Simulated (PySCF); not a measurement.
**TeS⁺: script and output**

The script input.py:

```python
from pyscf import gto, dft

mol = gto.M(
    atom='Te 0 0 0; S 0 0 2.285',
    basis='sbkjc',
    ecp={'Te': 'sbkjc', 'S': 'sbkjc'},
    charge=1,
    spin=1,
    verbose=4,
)
mf = dft.UKS(mol, xc='pw6b95')
mf.kernel()
mf.dip_moment()
print('orbital energies (hartree):', [e[max(0, n-3):n+3].round(4) for e, n in zip(mf.mo_energy, mol.nelec)])
```

```bash
$ OMP_NUM_THREADS=1 python input.py
```

The log (some set-up lines and the per-cycle HOMO/LUMO lines with their warnings removed):

```
PySCF version 2.14.0

[INPUT] verbose = 4
[INPUT] num. atoms = 2
[INPUT] num. electrons = 11
[INPUT] charge = 1
[INPUT] spin (= nelec alpha-beta = 2S) = 1
[INPUT] symmetry False subgroup None
[INPUT] Mole.unit = angstrom
[INPUT] Symbol           X                Y                Z      unit          X                Y                Z       unit  Magmom
[INPUT]  1 Te     0.000000000000   0.000000000000   0.000000000000 AA    0.000000000000   0.000000000000   0.000000000000 Bohr   0.0
[INPUT]  2 S      0.000000000000   0.000000000000   2.285000000000 AA    0.000000000000   0.000000000000   4.318024194631 Bohr   0.0

nuclear repulsion = 8.33714643024945
number of shells = 8
number of NR pGTOs = 36
number of NR cGTOs = 16
basis = sbkjc
ecp = {'Te': 'sbkjc', 'S': 'sbkjc'}

******** <class 'pyscf.dft.uks.UKS'> ********
method = UKS
initial guess = minao
damping factor = 0
level_shift factor = 0
DIIS = <class 'pyscf.scf.diis.CDIIS'>
diis_start_cycle = 1
diis_space = 8
diis_damp = 0
SCF conv_tol = 1e-09
SCF conv_tol_grad = None
SCF max_cycles = 50
direct_scf = True
direct_scf_tol = 1e-13
number electrons alpha = 6  beta = 5
XC library pyscf.dft.libxc version 7.0.0
    S. Lehtola, C. Steigemann, M. J.T. Oliveira, and M. A.L. Marques.,  SoftwareX 7, 1–5 (2018)
XC functionals = pw6b95
    Y. Zhao and D. G. Truhlar.,  J. Phys. Chem. A 109, 5656 (2005)
radial grids:
    Treutler-Ahlrichs [JCP 102, 346 (1995); DOI:10.1063/1.469408] (M4) radial grids

becke partition: Becke, JCP 88, 2547 (1988); DOI:10.1063/1.454033
pruning grids: <function nwchem_prune>
grids dens level: 3
symmetrized grids: False
atomic radii adjust function: <function treutler_atomic_radii_adjust>
small_rho_cutoff = 0
Set gradient conv threshold to 3.16228e-05
tot grids = 40840
init E= -17.6127198866212

cycle= 1 E= -17.6533258955858  delta_E= -0.0406  |g|= 0.407  |ddm|=  2.1
cycle= 2 E= -17.3702010344738  delta_E= 0.283  |g|= 0.64  |ddm|= 1.43
cycle= 3 E= -17.629470779891  delta_E= -0.259  |g|= 0.444  |ddm|= 1.41
cycle= 4 E= -17.8086435230077  delta_E= -0.179  |g|= 0.0836  |ddm|= 0.471
cycle= 5 E= -17.8146759503093  delta_E= -0.00603  |g|= 0.0146  |ddm|= 0.0845
cycle= 6 E= -17.8148672178426  delta_E= -0.000191  |g|= 0.00132  |ddm|= 0.0162
cycle= 7 E= -17.8148696045815  delta_E= -2.39e-06  |g|= 0.000334  |ddm|= 0.00264
cycle= 8 E= -17.8148705338758  delta_E= -9.29e-07  |g|= 0.000281  |ddm|= 0.00214
cycle= 9 E= -17.8148718959045  delta_E= -1.36e-06  |g|= 0.000241  |ddm|= 0.00323
cycle= 10 E= -17.8148727696277  delta_E= -8.74e-07  |g|= 0.000241  |ddm|= 0.00209
cycle= 11 E= -17.8148626347393  delta_E= 1.01e-05  |g|= 0.000255  |ddm|= 0.0244
cycle= 12 E= -17.8148158112178  delta_E= 4.68e-05  |g|= 0.0012  |ddm|= 0.0979
cycle= 13 E= -17.8148083346589  delta_E= 7.48e-06  |g|= 0.00271  |ddm|= 0.00369
cycle= 14 E= -17.8149110048399  delta_E= -0.000103  |g|= 0.00352  |ddm|= 0.256
cycle= 15 E= -17.814912189392  delta_E= -1.18e-06  |g|= 0.00373  |ddm|= 0.018
cycle= 16 E= -17.8149115015977  delta_E= 6.88e-07  |g|= 0.00214  |ddm|= 0.044
cycle= 17 E= -17.8149155942275  delta_E= -4.09e-06  |g|= 0.00187  |ddm|= 0.00982
cycle= 18 E= -17.8149233916038  delta_E= -7.8e-06  |g|= 0.00172  |ddm|= 0.0427
cycle= 19 E= -17.814925482054  delta_E= -2.09e-06  |g|= 0.00044  |ddm|= 0.0154
cycle= 20 E= -17.8149260685627  delta_E= -5.87e-07  |g|= 0.000106  |ddm|= 0.02
cycle= 21 E= -17.8149263193205  delta_E= -2.51e-07  |g|= 1.26e-05  |ddm|= 0.00563
cycle= 22 E= -17.8149263419331  delta_E= -2.26e-08  |g|= 2.15e-06  |ddm|= 0.00213
cycle= 23 E= -17.8149263420479  delta_E= -1.15e-10  |g|= 4.24e-07  |ddm|= 0.000205
Extra cycle  E= -17.814926342047  delta_E= 8.63e-13  |g|= 1.4e-06  |ddm|= 2.98e-06
converged SCF energy = -17.814926342047  <S^2> = 0.79813322  2S+1 = 2.0475676

WARN: System has nonzero charge 1; the dipole moment is origin-dependent.
Location of origin: [0. 0. 0.]

Dipole moment(X, Y, Z, Debye): -0.00000, -0.00000,  2.04212
orbital energies (hartree): [array([-0.5934, -0.5759, -0.4963, -0.4223, -0.2953, -0.0252]), array([-0.6039, -0.5748, -0.5477, -0.4149, -0.3905, -0.2863])]
```

In short: E(SCF) = -17.814926 Eh, ⟨S²⟩ = 0.798.

It ran on Arm Neoverse V1 (1 thread, shared host) in 3.2 s, peak memory 0.15 GiB.

The bond length is a typed value, not an optimised one. The dipole of an ion depends on the origin. No search for the lowest solution was made.
